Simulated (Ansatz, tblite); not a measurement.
Cost and result up the ladder for SnH(OMe)3 (C₃H₁₀O₃Sn) (17 atoms). The state is a singlet with charge 0. Geometry: PBE-D4/def2-SVP.

```xyz
17

Sn    1.1097   -0.3901    1.0607
H     2.3151   -0.8132    2.2018
O     0.8672    1.6025    0.9548
C     0.5400    2.1879   -0.2950
H     0.7881    3.2709   -0.2469
H    -0.5480    2.1056   -0.5334
H     1.1067    1.7501   -1.1492
O    -0.6667   -1.1938    1.5479
C    -1.8515   -0.4831    1.2278
H    -2.6768   -0.8821    1.8574
H    -2.1533   -0.6142    0.1604
H    -1.7763    0.6115    1.4255
O     1.5901   -1.0369   -0.7810
C     0.5504   -1.4375   -1.6583
H     0.9993   -2.0487   -2.4716
H     0.0366   -0.5699   -2.1389
H    -0.2306   -2.0591   -1.1618
```

Ansatz on 4 threads of Intel Xeon on a shared host; xTB runs through tblite on one thread. Times are rough, summed over both states, and most runs start from the orbitals of an earlier one. No level here is sound enough to serve as a yardstick. The other state is a triplet.

In the def2 sets Sn takes a core potential; there is no spin–orbit coupling. The xTB rows come from tblite. HOMO above LUMO, or a gap near zero within one spin, warns that the state may not be the lowest or that an electron is smeared out.

xTB has no spin-polarisation term.

| level | functions | wall time | vertical triplet (eV) | remarks |
| --- | --- | --- | --- | --- |
| GFN2-xTB | 43 | 0.031 s | 3.64 | – |
| GFN1-xTB | 53 | 0.047 s | 4.31 | – |
| PBE-D4/def2-TZVP | 296 | 14 s | 4.06 | gap within one spin near zero (triplet) |
| r2SCAN-D4/def2-TZVP (with forces) | 296 | 30 s | 4.33 | – |
